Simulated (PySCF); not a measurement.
CClF3. Atoms are numbered in the order given.

```xyz
5

F      1.0776     0.6222     0.8118
C      0.0000     0.0000     0.3559
F      0.0000    -1.2443     0.8118
F     -1.0776     0.6222     0.8118
Cl     0.0000     0.0000    -1.4150
```
Charge 0, spin multiplicity 1.

Geometry optimised at r2SCAN-D4/def2-SVP.

Calculation: TDDFT-M06-2X/def2-SVPD (PySCF).

Vertical excitations; the highest root listed may be one member of a degenerate set. Gas-phase values at a fixed geometry. State labels are in the subgroup Cs.

Computed excitation energies, oscillator strengths and character:
```
state  symmetry  energy (eV)  λ (nm)      f                                                  main pairs
-----  --------  -----------  ------  -----  ----------------------------------------------------------
S1           A"         7.75     160  0.000                                  HOMO→LUMO (degenerate set)
S2           A'         7.75     160  0.000                                HOMO−1→LUMO (degenerate set)
S3           A"         9.92     125  0.094        HOMO→LUMO+1, HOMO→LUMO+4, HOMO→LUMO (degenerate set)
S4           A'         9.92     125  0.094  HOMO−1→LUMO+1, HOMO−1→LUMO+4, HOMO−1→LUMO (degenerate set)
S5           A'        10.86     114  0.169      HOMO−2→LUMO 55 %, HOMO→LUMO+2 12 %, HOMO−1→LUMO+3 11 %
S6           A"        10.87     114  0.000                        HOMO→LUMO+3 46 %, HOMO−1→LUMO+2 46 %
S7           A'        10.92     114  0.001               HOMO−1→LUMO+4, HOMO−1→LUMO+1 (degenerate set)
S8           A"        10.92     114  0.001                   HOMO→LUMO+4, HOMO→LUMO+1 (degenerate set)
S9           A'        10.97     113  0.000                 HOMO−1→LUMO+3, HOMO→LUMO+2 (degenerate set)
S10          A"        10.97     113  0.000                 HOMO−1→LUMO+2, HOMO→LUMO+3 (degenerate set)
T1           A"         7.03     176      0                                  HOMO→LUMO (degenerate set)
T2           A'         7.03     176      0                                HOMO−1→LUMO (degenerate set)
T3           A'         9.12     136      0                                            HOMO−2→LUMO 74 %
T4           A"         9.77     127      0          HOMO→LUMO+1 57 %, HOMO→LUMO+4 28 %, HOMO→LUMO 11 %
```
Triplets are in the Tamm–Dancoff approximation, which puts them higher than full response would, so one can lie above its singlet here.
